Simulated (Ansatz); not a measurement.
Geometry optimisation, RKS BLYP-D4/def2-SVP (Ansatz).

Input file:

```yaml
crystal:
  periodic: [false, false, false]
  atoms:
    - { symbol: Sn, position_ang: [0.296583, -0.003816, -0.040852] }
    - { symbol: H, position_ang: [0.192306, -0.602701, 1.586739] }
    - { symbol: H, position_ang: [1.962446, 0.104533, -0.511757] }
    - { symbol: H, position_ang: [-0.425398, 1.562307, -0.141386] }
    - { symbol: H, position_ang: [-0.516694, -1.118508, -1.085846] }
    - { symbol: "N", position_ang: [-2.613345, -0.386171, 1.485348] }
    - { symbol: H, position_ang: [-2.67071, -0.467967, 0.464601] }
    - { symbol: C, position_ang: [-2.902008, 0.970825, 1.955174] }
    - { symbol: H, position_ang: [-2.880732, 1.005689, 3.065181] }
    - { symbol: H, position_ang: [-2.21218, 1.77337, 1.591354] }
    - { symbol: H, position_ang: [-3.929176, 1.252307, 1.646862] }
    - { symbol: H, position_ang: [-1.662092, -0.692368, 1.775082] }
basis:
  gaussian: { orbitals: def2-SVP }
hamiltonian:
  xc: blyp
  dispersion: d4
relax:
  f_tol: 0.03
  max_steps: 50
```

Launched with:

```bash
$ ansatz run input.yaml --threads 2 --pin off --max-ram 3072MiB --backend cpu --events-out ev --progress --plain --runs-dir out
```

**Question.** Where does it end, and by what steps?

**Answer.** The forces met the threshold. The force dipped under the threshold on the way, but the program's further checks kept it going. After 11 steps the energy has fallen by 0.100 eV; H2 moved furthest, 0.47 Å.

| step | energy less start (eV) | largest force component (eV/Å) | accepted |
| --- | --- | --- | --- |
| 0 | 0.0000 | 0.692 | yes |
| 1 | -0.0745 | 0.196 | yes |
| 2 | -0.0706 | 0.439 | no |
| 3 | -0.0926 | 0.043 | yes |
| 4 | -0.0967 | 0.040 | yes |
| 5 | -0.0988 | 0.015 | yes |
| 6 | -0.0992 | 0.031 | yes |
| 7 | -0.0995 | 0.027 | yes |
| 8 | -0.0995 | 0.077 | yes |
| 9 | -0.0998 | 0.034 | yes |
| 10 | -0.1001 | 0.014 | yes |
| 11 | -0.1002 | 0.028 | yes |

```xyz
12
Properties=species:S:1:pos:R:3
Sn 0.446 0.013 -0.077
H 0.644 -0.490 1.568
H 2.008 0.207 -0.801
H -0.397 1.521 -0.128
H -0.436 -1.194 -0.948
N -2.850 -0.402 1.490
H -2.767 -0.443 0.467
C -2.952 0.979 1.975
H -3.084 0.977 3.076
H -2.087 1.651 1.746
H -3.859 1.455 1.546
H -2.026 -0.877 1.877
```

The run took 28 s on 2 threads of Intel(R) Xeon(R) Platinum 8259CL CPU @ 2.50GHz (Skylake/Cascade Lake), with other jobs on the host, peak memory 0.15 GiB.
